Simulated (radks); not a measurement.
Values are calculated unless marked as measured or tabulated.
Problem. Radial electron density D(r) = 4 pi r^2 rho(r) of an atom or ion with 17 electrons. Code: a radial shooting solver on a logarithmic mesh with Libxc functionals. Model: non-relativistic Kohn-Sham, PBE, spin-polarised, spherical densities, point nucleus.

```
   r/bohr * D(r) (the largest magnitude, 24.7, reaches the edge; | marks zero)
  0.00463 |  *
 0.006078 |    *
 0.007914 |       *
  0.01039 |           *
  0.01353 |                 *
  0.01761 |                         *
  0.02312 |                                  *
   0.0301 |                                            *
  0.03951 |                                                   *
  0.05145 |                                                      *
    0.067 |                                                  *
  0.08794 |                                           *
   0.1145 |                                      *
   0.1503 |                                         *
   0.1957 |                                                 *
   0.2548 |                                                    *
   0.3345 |                                        *
   0.4356 |                      *
   0.5717 |              *
   0.7444 |                 *
   0.9694 |                 *
    1.272 |          *
    1.657 |   *
    2.175 |*
    2.832 |*
    3.687 |*
     4.84 *
    6.302 *
    8.272 *
```

What is the nuclear charge?

Solution. Z = 21. The innermost maximum, from 1s, lies near 1/Z = 0.0476 bohr (found: 0.0502), and its height grows with Z. The density is that of the scandium ion Sc4+ in [He] 2s2 2p5 3s2 3p5 4f1; the configuration itself is not fixed sharply by these data, and Z only to about a unit. D(r) has 3 maxima, at r = 0.0502, 0.237, 0.860 bohr, and minima at 0.120, 0.581 bohr, inside which lie 2.18, 9.33 electrons.
